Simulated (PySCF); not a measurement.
## BiH₃: fields on a plane

All numbers come from TPSS in PySCF with Bi def2-TZVP with ECP60, H def2-TZVP; scalar-relativistic core potentials, no spin–orbit coupling; density-fitted integrals.

The singlet minimum has Bi–H 1.800 Å (×3); H–Bi–H 90.1° (×3).

The plane holds Bi1 at (0.00, 0.00), H2 at (1.80, 0.00), H3 at (0.00, 1.80) Å. Columns run from x = -1.95 to 4.05 Å, rows from y = 4.05 (top) to -1.95 Å, in steps of 0.3 Å. Other isomers or separated fragments may lie lower. Core electrons replaced by a potential are absent, the electrostatic potential uses the reduced nuclear charge, and values within about 0.7 Å of such atoms have no physical meaning.

Task: Give the electron localisation function (set to 0 where the density is under 0.005 e/Å³). Lower edges of the bins: '0' 0.000, '1' 0.100, '2' 0.200, '3' 0.300, '4' 0.400, '5' 0.500, '6' 0.600, '7' 0.700, '8' 0.800, '9' 0.900; top 1.00.

Result: 
```
000000000000000000000
000000000000000000000
000000000000000000000
000079999600000000000
000899999970000000000
006999999993000000000
006999999994000000000
015999999982000000000
013799999961000000000
012478998631124400000
012343333323689970000
134433343236999996000
355436776338999999000
466447007439999999000
576447007339999999000
677536776338999999000
677643443347999997000
577765444434799980000
467777665422356600000
046777765311110000000
004566543100000000000
```

Task: Give the electron density (e/Å³) (cut at 5 e/Å³). Every second row and column.

Result: 
```
0.00 0.00 0.00 0.00 0.00 0.00 0.00 0.00 0.00 0.00 0.00
0.00 0.00 0.00 0.00 0.00 0.00 0.00 0.00 0.00 0.00 0.00
0.00 0.00 0.02 0.04 0.03 0.01 0.00 0.00 0.00 0.00 0.00
0.00 0.01 0.09 0.36 0.20 0.04 0.01 0.00 0.00 0.00 0.00
0.00 0.03 0.20 1.36 0.54 0.08 0.02 0.01 0.00 0.00 0.00
0.01 0.06 0.29 0.76 0.51 0.15 0.08 0.04 0.01 0.00 0.00
0.02 0.15 1.34 5.00 5.00 0.51 0.54 0.20 0.03 0.00 0.00
0.03 0.21 2.54 3.52 5.00 0.76 1.35 0.36 0.04 0.00 0.00
0.02 0.12 0.62 2.54 1.34 0.29 0.20 0.09 0.02 0.00 0.00
0.01 0.04 0.12 0.21 0.15 0.06 0.03 0.01 0.00 0.00 0.00
0.00 0.01 0.02 0.03 0.02 0.01 0.00 0.00 0.00 0.00 0.00
```

Spin–orbit coupling, left out here, can matter for elements this heavy.
